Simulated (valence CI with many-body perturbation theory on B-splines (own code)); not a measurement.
Pd41+: key properties

Computed by relativistic CI+MBPT: three valence electrons over a frozen Dirac-Fock core [He], a basis of 9 s, 9 p, 8 d, 6 f, 3 g, 1 h functions for each j, with the one-electron correlation potential Σ1 (screened to all orders), the two-electron term Σ2, the three-electron term Σ3, Breit, model QED; selected single and double excitations, second order for the rest, scaled by the run's own slope (own B-spline code, finite nucleus).

The last digits are not significant, and no measured levels were compared; by estimate large intervals hold to a few tenths of a per cent, small ones and those within an open d or f shell to about a per cent.

Levels are named by their leading jj configuration (3d3/2^4 stands for four electrons in 3d with j = 3/2), which in mixed levels can hold well under half, so a name can repeat and another be missing.

Rates and lifetimes use the calculated energies. Strong lines usually hold to 10 to 20 %, long lifetimes can be off by a factor of two.

Q: What is the ground level?

A: (2s^2 2p1/2) J=1/2, composition 99 % 2s²2p ²P°, g = 0.648.

Q: Among levels below 3992.4 eV, which E1 lines absorb most strongly from the ground level?

A: to (2s^2 3d3/2) J=3/2 at 0.3300 nm, f = 0.783; to (2s 2p1/2 3p3/2) J=3/2 at 0.3236 nm, f = 0.204; to (2s 2p1/2 3p3/2) J=1/2 at 0.3242 nm, f = 0.133.

Q: What is the ionisation energy?

A: 6471 eV; NIST lists 6469 ± 5 eV (semi-empirical).

Q: What are the static dipole polarisabilities of the lowest levels?

A: (2s^2 2p1/2) J=1/2 0.00137 bohr³, of which the core gives 1.84e-06.

Q: Where does the other parity begin?

A: At (2s 2p1/2^2) J=1/2, 127.9 eV.
